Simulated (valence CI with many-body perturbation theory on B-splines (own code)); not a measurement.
E1 line list for Xe L

Level of theory: valence CI with perturbative core correlation (CI+MBPT): three valence electrons over a frozen Dirac-Fock core [He], radial functions for each j: 11 s, 11 p, 9 d, 7 f, 5 g, 2 h, 1 i, with the one-electron correlation potential Σ1, the two-electron term Σ2, the three-electron term Σ3, Breit, model QED; selected CI, second order for the rest (own B-spline code, finite nucleus).

The last digits are not significant, and no measured levels were compared; by estimate large intervals hold to a few tenths of a per cent, small ones and those within an open d or f shell to about a per cent.

Lines 101 to 150 of 281 in falling wavelength, among levels below 6091.0 eV, chosen from the strongest by gf and those to the six lowest levels. Wavelengths and rates use the calculated energies. Electric multipoles are in the length gauge, E1 and E2 with the static RPA response of the core. Weak lines are less certain than strong ones. Lines between different terms over intervals too small for the method are left out, as are lines whose strength nearly cancels. The highest levels of a list are the least certain.

Levels are named by their leading jj configuration (3d3/2^4 stands for four electrons in 3d with j = 3/2), which in mixed levels can hold well under half, so a name can repeat and another be missing. Letters in brackets count levels of one name in rising energy.

```csv
λ vac (Å),Upper,Lower,A (s⁻¹),S (a.u.)
2.594,(2p1/2 2p3/2 3s) J=3/2 [b],(2p1/2 2p3/2^2) J=5/2,3.45e+13,1.19e-03
2.586,(2s^2 3p3/2) J=3/2,(2s 2p1/2 2p3/2) J=3/2 [b],1.08e+12,3.70e-05
2.582,(2s 2p3/2 3s) J=5/2,(2s 2p3/2^2) J=5/2,2.46e+13,1.25e-03
2.580,(2s 2p1/2 3s) J=3/2,(2s 2p1/2 2p3/2) J=5/2,3.70e+13,1.25e-03
2.572,(2s 2p1/2 3s) J=1/2 [a],(2s 2p1/2 2p3/2) J=3/2 [a],4.61e+13,7.74e-04
2.572,(2s 2p3/2 3s) J=3/2 [a],(2s 2p3/2^2) J=5/2,3.89e+13,1.31e-03
2.570,(2s^2 3s) J=1/2,(2s^2 2p3/2) J=3/2,4.91e+13,8.24e-04
2.563,(2s 2p1/2 3s) J=3/2,(2s 2p1/2 2p3/2) J=3/2 [a],2.98e+12,9.90e-05
2.560,(2s^2 3p3/2) J=3/2,(2s 2p1/2 2p3/2) J=5/2,2.45e+12,8.12e-05
2.552,(2s 2p1/2 3s) J=1/2 [b],(2s 2p1/2 2p3/2) J=3/2 [a],1.10e+12,1.81e-05
2.543,(2s^2 3p3/2) J=3/2,(2s 2p1/2 2p3/2) J=3/2 [a],6.94e+11,2.25e-05
2.513,(2s 2p1/2 3d3/2) J=3/2 [a],(2s 2p1/2 2p3/2) J=3/2 [b],2.61e+13,8.19e-04
2.502,(2p1/2 2p3/2 3d5/2) J=3/2,(2p1/2 2p3/2^2) J=1/2,4.29e+13,1.33e-03
2.499,(2p1/2^2 3d3/2) J=3/2,(2p1/2^2 2p3/2) J=3/2,7.10e+13,2.19e-03
2.498,(2s 2p1/2 3d3/2) J=1/2,(2s 2p1/2 2p3/2) J=3/2 [b],1.34e+13,2.06e-04
2.496,(2s 2p3/2 3d5/2) J=5/2 [a],(2s 2p3/2^2) J=3/2,4.08e+13,1.88e-03
2.495,(2s 2p1/2 3d3/2) J=3/2 [b],(2s 2p1/2 2p3/2) J=3/2 [b],1.92e+13,5.89e-04
2.494,(2s 2p3/2 3d5/2) J=3/2 [a],(2s 2p3/2^2) J=3/2,5.93e+13,1.82e-03
2.494,(2s 2p3/2 3d5/2) J=3/2 [a],(2s 2p3/2^2) J=1/2,7.72e+13,2.36e-03
2.493,(2s 2p1/2 3d5/2) J=5/2 [a],(2s 2p1/2 2p3/2) J=3/2 [b],3.55e+13,1.63e-03
2.490,(2p1/2 2p3/2 3d3/2) J=3/2 [b],(2p1/2 2p3/2^2) J=5/2,3.54e+13,1.08e-03
2.488,(2s 2p1/2 3d3/2) J=3/2 [a],(2s 2p1/2 2p3/2) J=5/2,2.04e+12,6.19e-05
2.485,(2s 2p3/2 3d5/2) J=1/2,(2s 2p3/2^2) J=1/2,4.36e+14,6.59e-03
2.483,(2p1/2 2p3/2 3d5/2) J=3/2,(2p1/2 2p3/2^2) J=5/2,3.57e+13,1.08e-03
2.483,(2p1/2 2p3/2 3d5/2) J=5/2 [a],(2p1/2 2p3/2^2) J=5/2,1.30e+14,5.89e-03
2.481,(2p1/2^2 3p1/2) J=1/2,(2s 2p1/2 2p3/2) J=3/2 [b],3.20e+12,4.83e-05
2.479,(2s 2p1/2 3p1/2) J=3/2,(2s^2 2p3/2) J=3/2,7.45e+11,2.24e-05
2.479,(2p1/2^2 3d5/2) J=5/2,(2p1/2^2 2p3/2) J=3/2,3.81e+14,1.72e-02
2.479,(2s 2p1/2 3d5/2) J=3/2,(2s 2p1/2 2p3/2) J=1/2,3.15e+14,9.47e-03
2.478,(2s 2p1/2 3d5/2) J=3/2,(2s 2p1/2 2p3/2) J=3/2 [b],6.81e+13,2.05e-03
2.478,(2s 2p1/2 3d5/2) J=5/2 [b],(2s 2p1/2 2p3/2) J=3/2 [b],3.24e+14,1.46e-02
2.478,(2s 2p1/2 3d3/2) J=5/2,(2s 2p1/2 2p3/2) J=5/2,7.05e+13,3.18e-03
2.477,(2s 2p3/2 3d3/2) J=3/2 [b],(2s 2p3/2^2) J=3/2,1.15e+14,3.45e-03
2.477,(2s 2p3/2 3d3/2) J=5/2 [a],(2s 2p3/2^2) J=5/2,2.79e+13,1.25e-03
2.477,(2s 2p3/2 3d3/2) J=3/2 [b],(2s 2p3/2^2) J=1/2,1.13e+14,3.39e-03
2.476,(2s 2p3/2 3d3/2) J=3/2 [a],(2s 2p3/2^2) J=5/2,5.32e+13,1.59e-03
2.476,(2p1/2 2p3/2 3d5/2) J=5/2 [b],(2p1/2 2p3/2^2) J=5/2,2.11e+14,9.46e-03
2.475,(2s 2p3/2 3d3/2) J=1/2 [b],(2s 2p3/2^2) J=3/2,7.07e+13,1.06e-03
2.473,(2p1/2 2p3/2 3d5/2) J=3/2,(2p1/2 2p3/2^2) J=3/2,2.59e+14,7.75e-03
2.473,(2p1/2 2p3/2 3d5/2) J=7/2 [b],(2p1/2 2p3/2^2) J=5/2,6.37e+14,3.80e-02
2.473,(2p1/2 2p3/2 3d5/2) J=5/2 [a],(2p1/2 2p3/2^2) J=3/2,2.58e+14,1.16e-02
2.472,(2s 2p1/2 3d3/2) J=3/2 [a],(2s 2p1/2 2p3/2) J=3/2 [a],3.40e+13,1.01e-03
2.470,(2s 2p1/2 3d3/2) J=3/2 [b],(2s 2p1/2 2p3/2) J=5/2,1.70e+13,5.07e-04
2.468,(2s 2p1/2 3d5/2) J=5/2 [a],(2s 2p1/2 2p3/2) J=5/2,2.29e+13,1.02e-03
2.466,(2p1/2 2p3/2 3d5/2) J=5/2 [b],(2p1/2 2p3/2^2) J=3/2,4.11e+14,1.82e-02
2.465,(2s 2p1/2 3p1/2) J=1/2 [b],(2s^2 2p3/2) J=3/2,1.03e+12,1.52e-05
2.465,(2s^2 3d3/2) J=3/2,(2s^2 2p3/2) J=3/2,7.60e+13,2.25e-03
2.463,(2s 2p3/2 3d5/2) J=5/2 [b],(2s 2p3/2^2) J=3/2,6.10e+14,2.70e-02
2.462,(2s 2p1/2 3d3/2) J=5/2,(2s 2p1/2 2p3/2) J=3/2 [a],2.65e+13,1.17e-03
2.462,(2s 2p3/2 3d5/2) J=3/2 [b],(2s 2p3/2^2) J=3/2,1.43e+14,4.22e-03
```
